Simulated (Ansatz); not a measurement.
Isolated molecules relaxed with PBE0-D4/def2-TZVP in Ansatz; ΔE leaves out vibrations. CCSD(T)/CBS is the MP2 limit (def2-TZVPP, def2-QZVPP) plus CCSD(T) − MP2 in def2-TZVPP, frozen cores. This one scheme is used for every species. Functionals use def2-TZVPP. B3LYP here is the variant with VWN-RPA as its local correlation; programs differ in this. One conformer a species, not always the lowest.

`N[SiH](F)[SiH2]F` + fluoromethane → `FC[SiH2]F` + `N[SiH2]F`  (formal exchange of groups at the Si–Si bond)

CCSD(T)/CBS gives 0.00 eV.

Another level gave -0.01 eV. Which?
A. ωB97M-V/def2-TZVPP
B. B3LYP/def2-TZVPP
C. PBE0/def2-TZVPP
D. PBE-D4/def2-TZVPP

B. B3LYP -0.01, PBE0 0.07, ωB97M-V -0.06, PBE-D4 0.12 eV.

Largest T1 diagnostic among the species: 0.012.

The D4 term adds +0.04 eV with B3LYP and +0.03 eV with PBE0; it sums over pairs of atoms, weighted by their polarisabilities, and B3LYP, whose exchange is more repulsive, gets the larger term.
